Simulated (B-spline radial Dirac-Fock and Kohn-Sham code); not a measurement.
Ionisation of each subshell: Sb⁴²⁺

System: antimony as Sb⁴²⁺, configuration [He] 2s2 2p5; nuclear rms radius 4.6802 fm (A = 121).

The run's input, task.json:

```json
{"items": [{
  "Z": 51,
  "q": 42,
  "cfg": [[1, 0, 2], [2, 0, 2], [2, 1, 5]],
  "A": 121,
  "rrms": 4.6802,
  "do": ["binding"]
}]}
```

Run with: `python xray_run.py task.json out`

Model: ΔSCF Dirac-Fock with Breit, self-energy and vacuum polarisation, finite nucleus, configuration average. Program: a radial B-spline solver. Electron correlation is not included. Energies are counted from the vacuum level.

All terms are in eV, carry their sign (relaxation lowers the binding energy) and add up to the binding energy; ⟨r⟩ is the mean radius of the orbital in the initial state.

| subshell | −ε (Koopmans) | relaxation | Gaunt | retardation | QED | binding energy | ⟨r⟩ (bohr) |
| --- | --- | --- | --- | --- | --- | --- | --- |
| K | 33662.8 | -18.18 | -69.14 | 4.59 | -34.72 | 33545.3 | 0.028 |
| L1 | 7464.9 | -1.94 | -6.94 | 0.40 | -4.64 | 7451.8 | 0.119 |
| L2,3 | 7035.8 | -2.72 | -9.72 | 1.57 | -0.11 | 7024.8 | 0.105 |

For the deepest level, K (1s), the Breit terms make up -0.192 % of the binding energy, QED -0.103 % and orbital relaxation -0.054 %.

Going to the tabulated ground configuration of the next ion removes an electron from L2,3 (2p), computed at 7024.8 eV. NIST lists 6929 ± 4 eV as the ionisation energy of this species (theoretical), -95.84 eV from the computed value. Where a p, d or f shell is open in either ion the computed value averages over both j values and all terms, while the table refers to the lowest levels; that difference holds spin-orbit splitting (largest in heavy or highly charged ions), term energies where several electrons share open shells, and correlation, and it can reach 10 % or more.
